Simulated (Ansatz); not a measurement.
`N[SiH](F)F` + `C=C[SiH2]N[SiH](Cl)Cl` → `F[SiH](F)N[SiH](Cl)Cl` + `C=C[SiH2]N`  (redistribution)

Gas-phase electronic energies from Ansatz, PBE0-D4/def2-TZVP geometries. CCSD(T)/CBS is the MP2 limit (def2-TZVPP, def2-QZVPP) plus CCSD(T) − MP2 in def2-TZVPP, frozen cores. This one scheme is used for every species. Functionals use def2-TZVPP. Each species was taken in one conformer, which may not be the lowest.

`N[SiH](F)F`:

Cartesian coordinates in Å:
```
N -0.540 -0.746 -0.508
Si 0.256 0.513 0.277
F -0.422 0.716 1.697
F 1.788 0.232 0.601
H -0.485 -0.861 -1.505
H -0.803 -1.598 -0.039
H 0.204 1.745 -0.523
```

`C=C[SiH2]N[SiH](Cl)Cl`:

Z-matrix (Å, degrees):
```
Si
C 1 1.855
N 1 1.742 2 112.3
H 1 1.484 2 109.8 3 -122.8
H 1 1.488 2 110.2 3 117.6
C 2 1.330 1 123.6 3 -2.3
H 2 1.090 1 118.1 3 177.3
Si 3 1.696 1 131.0 2 -74.1
H 3 1.012 1 114.1 2 100.7
H 6 1.086 2 121.8 1 -0.2
H 6 1.086 2 122.1 1 179.6
Cl 8 2.053 3 111.4 1 116.4
Cl 8 2.038 3 107.7 1 -3.3
H 8 1.474 3 114.0 1 -124.3
```

`F[SiH](F)N[SiH](Cl)Cl`:

Z-matrix (Å, degrees):
```
Si
F 1 1.586
N 1 1.708 2 105.6
F 1 1.583 2 107.3 3 118.9
H 1 1.466 2 109.7 3 -124.4
Si 3 1.706 1 130.0 2 -177.1
H 3 1.013 1 114.2 2 2.7
Cl 6 2.041 3 110.6 1 124.3
Cl 6 2.039 3 106.3 1 4.6
H 6 1.472 3 114.0 1 -115.6
```

`C=C[SiH2]N`:

Z-matrix (Å, degrees):
```
Si
C 1 1.865
N 1 1.715 2 114.9
H 1 1.488 2 108.4 3 -120.8
H 1 1.488 2 108.4 3 120.8
C 2 1.330 1 123.1 3 0.1
H 2 1.091 1 118.8 3 -179.9
H 3 1.006 1 121.5 2 75.9
H 3 1.006 1 121.5 2 -76.3
H 6 1.087 2 122.6 1 180.0
H 6 1.087 2 121.2 1 -0.0
```

```json
{"level": "PBE-D4", "ΔE (kJ/mol)": "11.0"}
{"level": "MP2/CBS(def2)", "ΔE (kJ/mol)": "12.9"}
```

Task: What does CCSD(T)/CBS give? (Best estimate.)

Result: Computed: +11.2 kJ/mol. The listed levels differ from it by -0.2, 1.7 kJ/mol.

Largest T1 diagnostic among the species: 0.011.

In def2-TZVPP, CCSD(T) changes the Hartree–Fock value by +6.0 kJ/mol (the triples alone add +1.1 kJ/mol) and MP2 by +7.7 kJ/mol. The D4 term adds +6.0 kJ/mol with B3LYP and +3.8 kJ/mol with PBE0; it sums over pairs of atoms, weighted by their polarisabilities, and B3LYP, whose exchange is more repulsive, gets the larger term.

B3LYP here is the variant with VWN-RPA as its local correlation; programs differ in this.
